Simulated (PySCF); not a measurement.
# Correlation energy of Mg (magnesium, neutral)

[Ne] 3s2, closed-shell 1S. All numbers are calculated (PySCF 2.14, the spin-free X2C one-electron Hamiltonian (Gaussian nucleus), in aug-cc-pCVTZ-DK (8s7p5d3f, 75 functions)). Frozen: [Ne]; 2 electrons correlated.

With two correlated electrons CCSD is exact within the correlated space (frozen core and kept virtual orbitals).

| level | correlation energy (mhartree) |
| --- | --- |
| CCSD | -33.79 |

Diagnostics: T1 = 0.017, D1 = 0.0236, largest double amplitude 0.083.

Cost of the coupled-cluster step: about 3 core-seconds, for 2 correlated electrons.
